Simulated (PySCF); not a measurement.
CH₆OSSi.

```xyz
10

Si     0.7923    -0.3996    -0.5447
O      2.1913    -0.3193     0.3487
S     -0.7128     0.7846     0.4057
C     -2.1947    -0.1881    -0.0209
H      0.2243    -1.7782    -0.6439
H      1.1655     0.0852    -1.8964
H      2.0985    -0.4653     1.2964
H     -2.3996    -0.1592    -1.1004
H     -2.0970    -1.2323     0.3086
H     -3.0401     0.2737     0.5071
```
Charge 0, spin multiplicity 1.

Coordinates come from a ωB97X-D3(BJ)/def2-SVP optimisation. This is a generated structure with no PubChem entry under its InChIKey; it may be hypothetical. Other conformers were not sampled.

Method: KT2/pcSseg-1 (PySCF). Non-relativistic, no solvent.

Computed absolute GIAO shielding of each atom: isotropic value and principal components (ppm):
| atom | σ(iso) | σ11 | σ22 | σ33 | span |
|---|---|---|---|---|---|
| Si1 | 355.7 | 313.5 | 341.1 | 412.5 | 99.0 |
| O2 | 281.3 | 249.2 | 265.0 | 329.8 | 80.7 |
| S3 | 667.2 | 549.1 | 641.7 | 810.8 | 261.7 |
| C4 | 169.0 | 154.8 | 165.0 | 187.4 | 32.5 |
| H5 | 25.7 | 22.4 | 25.1 | 29.7 | 7.4 |
| H6 | 25.6 | 21.9 | 24.2 | 30.9 | 9.0 |
| H7 | 30.2 | 22.7 | 27.3 | 40.7 | 18.0 |
| H8 | 29.4 | 23.7 | 27.2 | 37.4 | 13.8 |
| H9 | 29.4 | 24.1 | 27.6 | 36.4 | 12.3 |
| H10 | 29.3 | 24.1 | 26.6 | 37.1 | 13.1 |
